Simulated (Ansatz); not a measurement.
Basis-set extrapolation for CH9NSi3 (`N[Si@@H]1[SiH2][C@H]1[SiH3]`) (PBE0-D4/def2-TZVP geometry, frozen core, Ansatz 0.2.0). Multiplicity 1, RHF reference.

```
                      def2-TZVPP   def2-QZVPP
                 HF  -964.418207  -964.449775
    MP2 correlation    -0.756826    -0.810362
CCSD(T) correlation    -0.855263      not run
```

Energies in hartree. Use E(X) = E(∞) + A·exp(−7.88·√X) for Hartree–Fock and E(X) = E(∞) + B·X^(−2.97) for correlation, with X = 3 and 4, and add CCSD(T) minus MP2 of the smaller set to the MP2 limit.

Problem. What is the CCSD(T) energy at the basis-set limit?

Solution. HF limit: -964.449775 + (-0.031568) × 0.13774 = -964.45412. MP2 limit: -0.810362 + (-0.053536) × 0.74074 = -0.85002. Higher-order term: -0.855263 − (-0.756826) = -0.09844. Total: -965.40258 hartree, 339.0 kJ/mol below CCSD(T)/def2-TZVPP.
